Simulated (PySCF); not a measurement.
# Reading the logs of faulty runs: B3H5N cation

These are calculations, not measurements. They come from PySCF 2.14.0, an open-source quantum chemistry program, on an isolated molecule that a program drew, which may never have been made. The molecule is B3H5N cation (charge +1, singlet), drawn as the SMILES string `BB[B+]N`.

Each row is a Hartree-Fock (HF) and frozen-core CCSD(T) single point in the cc-pVDZ basis, meant for a local HF minimum. Run 1 is clean. Each other run has one planted mistake out of seven kinds, and not every kind appears here: one electron removed, one electron added, multiplicity raised by two, geometry at a saddle point, minimal basis STO-3G, one bond length entered in bohr, all coordinates scaled. The reference is restricted for singlets and unrestricted otherwise, and also for a bond in bohr. Adding or removing an electron swaps singlet and doublet. Electrons count all cores. HOMO and LUMO are orbital energies over both spins, the gradient is its largest component, and the lowest frequency (negative if imaginary) is given only where the gradient is small. Bond lengths are over the 8 bonds as drawn. T1 is the CCSD diagnostic: over 0.02 (restricted) or 0.045 (unrestricted) a single reference is doubtful.

Geometry of the clean run:
```xyz
9
B3H5N cation, angstrom
B    -2.7744   -1.9105    1.6506
B    -1.1950   -1.9932    1.0658
B    -0.0065   -0.8133    1.3121
N     0.9229    0.1059    1.5028
H    -3.0375   -2.3711    2.7222
H    -3.6311   -1.4102    0.9833
H    -0.8202   -2.9291    0.4207
H     0.7619    0.9544    2.0258
H     1.8601    0.0202    1.1365
```

| run | electrons | basis functions | <S^2> | HOMO (eV) | LUMO (eV) | gradient (hartree/bohr) | lowest frequency (cm^-1) | mean bond (Å) | longest bond (Å) | T1 | HF (hartree) | CCSD(T) (hartree) | mistake |
|---|---|---|---|---|---|---|---|---|---|---|---|---|---|
| 1 | 26 | 81 | 0.000 | -16.83 | -4.49 | 1.2e-05 | 135 | 1.2885 | 1.693 | 0.0169 | -131.14029 | -131.58052 | no fault |
| 2 | 26 | 81 | 0.000 | -17.08 | -4.44 | 4.1e-02 | - | 1.2369 | 1.625 | 0.0162 | -131.12658 | -131.56142 | all coordinates scaled |
| 3 | 26 | 81 | 2.018 | -13.16 | -6.94 | 1.1e-01 | - | 1.2885 | 1.693 | 0.0193 | -131.01847 | -131.44877 | ? |
| 4 | 26 | 81 | 0.000 | -16.69 | -5.19 | 5.7e-05 | -377 | 1.3000 | 1.772 | 0.0148 | -131.12435 | -131.56189 | ? |

**Which mistake was planted in run 3, and what did it cost?**

Electrons, basis and geometry are unchanged, and <S^2> is 2.018, beside S(S+1) = 2.00 for a multiplicity of 3. So the mistake is: multiplicity raised by two. Subtracting run 1 and multiplying by 627.51 kcal/mol a hartree, the energy moved by 76.4 kcal/mol in HF and 82.7 kcal/mol in CCSD(T).

**Which mistake was planted in run 4, and what did it cost?**

The gradient is small, so the point is stationary, but the lowest frequency is imaginary (-377 cm^-1). So the mistake is: geometry at a saddle point. Subtracting run 1 and multiplying by 627.51 kcal/mol a hartree, the energy moved by 10.0 kcal/mol in HF and 11.7 kcal/mol in CCSD(T).

